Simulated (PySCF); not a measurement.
PySCF input for ReCl4, SMILES [Cl][Re]([Cl])([Cl])[Cl] (connectivity only; charge and spin as stated), neutral, multiplicity 4, IEF-PCM-PBE0/def2-SVP. The structure is a stationary point at B3LYP-D3(BJ)/def2-SVP. The multiplicity is an assumed one; other spin states were not compared. The def2 effective core potentials stand for the cores of Re; spin–orbit coupling is left out.

```python
import numpy as np
from pyscf import gto, scf, dft
from pyscf.solvent import pcm

mol = gto.M(
    atom='''
    Re    0.00000000   -0.00000000   -0.00000000
    Cl   -1.16008915   -1.16008914   -1.57575100
    Cl   -1.16008915    1.16008914    1.57575100
    Cl    1.16008915   -1.16008915    1.57575099
    Cl    1.16008915    1.16008915   -1.57575098
    ''',
    basis='def2-SVP',
    ecp={'Re': 'def2-svp'},
    charge=0,
    spin=3,
    max_memory=1600,
    verbose=3,
)
mf = dft.UKS(mol, xc='pbe0').density_fit(auxbasis='def2-universal-jkfit')
mf.grids.level = 3
mf.conv_tol = 1e-9
mf.max_cycle = 100
mf.kernel()
fine, coarse = mf.grids, dft.Grids(mol).set(level=1).build(with_non0tab=True)
for _ in range(3):  # follow internal instabilities
    mf.grids = coarse
    mo, _, stable, _ = mf.stability(return_status=True, nroots=4)
    mf.grids = fine
    if stable:
        break
    mf.kernel(mf.make_rdm1(mo, mf.mo_occ))
res = {}
for name, eps in {'water': 78.355, 'chloroform': 4.7113, 'cyclohexanone': 15.619}.items():
    s = mf.PCM()
    s.with_solvent.method, s.with_solvent.eps, s.with_solvent.lebedev_order = 'IEF-PCM', eps, 29
    s.kernel(mf.make_rdm1())
    res[name] = (s.e_tot, eps, s.dip_moment(), s.mo_energy, s.converged)
    print(f'{name}: electrostatic solvation free energy {(s.e_tot - mf.e_tot) * 627.509474:.3f} kcal/mol')
```

Output:

```

WARN: HOMO -0.408358615556867 >= LUMO -0.434738744584888

converged SCF energy = -1918.02652623727  <S^2> = 3.7689031  2S+1 = 4.0094404
<class 'pyscf.df.df_jk.DFUKS'> wavefunction is stable in the internal stability analysis

WARN: PCM is an experimental feature. It is still in testing.
Features and APIs may be changed in the future.

converged SCF energy = -1918.0295592162  <S^2> = 3.768918  2S+1 = 4.0094478
Dipole moment(X, Y, Z, Debye):  0.00000,  0.00000, -0.00000
water: electrostatic solvation free energy -1.903 kcal/mol

WARN: PCM is an experimental feature. It is still in testing.
Features and APIs may be changed in the future.

converged SCF energy = -1918.02856445999  <S^2> = 3.7689128  2S+1 = 4.0094453
Dipole moment(X, Y, Z, Debye): -0.00000, -0.00000,  0.00000
chloroform: electrostatic solvation free energy -1.279 kcal/mol

WARN: PCM is an experimental feature. It is still in testing.
Features and APIs may be changed in the future.

converged SCF energy = -1918.02926877249  <S^2> = 3.768917  2S+1 = 4.0094473
Dipole moment(X, Y, Z, Debye):  0.00000,  0.00000, -0.00000
cyclohexanone: electrostatic solvation free energy -1.721 kcal/mol
```

Self-consistency was reached.

Cost: roughly 90 core-seconds.
